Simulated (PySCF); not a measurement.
SMILES c1(cccc(C=C)c1)F (C8H7F), GFN2-xTB optimised geometry.

```
16

C     -1.10    -2.49     0.00
C     -1.57    -1.25     0.00
C     -0.78    -0.02     0.00
C     -1.44     1.21     0.00
C     -0.75     2.40     0.00
C      0.64     2.40     0.00
C      1.29     1.18     0.00
F      2.64     1.16     0.00
C      0.61    -0.02     0.00
H     -1.77    -3.34     0.00
H     -0.05    -2.72     0.00
H     -2.64    -1.09     0.00
H     -2.52     1.22     0.00
H     -1.28     3.34     0.00
H      1.21     3.32     0.00
H      1.18    -0.94     0.00
```

Density from PySCF with CAM-B3LYP/def2-TZVP at that geometry.

Minimum of the electron density along straight lines between bonded atoms, close to the bond critical point (lines longer than 1.1 times the sum of covalent radii, or with two minima, are not listed):

| bond | length / Å | ρ at the minimum / e bohr⁻³ | ∇²ρ there / e bohr⁻⁵ | position (fraction from the first atom) |
|---|---|---|---|---|
| C1–C2 | 1.328 | 0.358 | -1.12 | 0.50 |
| C2–C3 | 1.458 | 0.285 | -0.82 | 0.50 |
| C3–C4 | 1.397 | 0.318 | -0.94 | 0.50 |
| C4–C5 | 1.382 | 0.326 | -0.99 | 0.50 |
| C5–C6 | 1.384 | 0.323 | -0.97 | 0.50 |
| C6–C7 | 1.383 | 0.329 | -1.01 | 0.48 |
| C7–F8 | 1.352 | 0.261 | -0.12 | 0.33 |
| C3–C9 | 1.395 | 0.317 | -0.94 | 0.50 |
| C7–C9 | 1.379 | 0.331 | -1.01 | 0.52 |
| C1–H10 | 1.076 | 0.289 | -1.05 | 0.65 |
| C1–H11 | 1.076 | 0.289 | -1.04 | 0.65 |
| C2–H12 | 1.083 | 0.288 | -1.03 | 0.65 |
| C4–H13 | 1.080 | 0.288 | -1.04 | 0.65 |
| C5–H14 | 1.080 | 0.290 | -1.05 | 0.65 |
| C6–H15 | 1.078 | 0.289 | -1.05 | 0.65 |
| C9–H16 | 1.078 | 0.289 | -1.05 | 0.65 |
